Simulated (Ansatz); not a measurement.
Basis-set extrapolation for BH7N2OSi (`NB(N)O[SiH3]`) (PBE0-D4/def2-TZVP geometry, frozen core, Ansatz 0.2.0). Multiplicity 1, RHF reference.

```tsv
	def2-TZVPP	def2-QZVPP
HF	-501.748858	-501.769122
MP2 correlation	-0.882320	-0.948511
CCSD(T) correlation	-0.955489	not run
```

Energies in hartree. Use E(X) = E(∞) + A·exp(−7.88·√X) for Hartree–Fock and E(X) = E(∞) + B·X^(−2.97) for correlation, with X = 3 and 4, and add CCSD(T) minus MP2 of the smaller set to the MP2 limit.

Q: What is the CCSD(T) energy at the basis-set limit?

A: HF limit: -501.769122 + (-0.020264) × 0.13774 = -501.77191. MP2 limit: -0.948511 + (-0.066191) × 0.74074 = -0.99754. Higher-order term: -0.955489 − (-0.882320) = -0.07317. Total: -502.84262 hartree, 363.0 kJ/mol below CCSD(T)/def2-TZVPP.
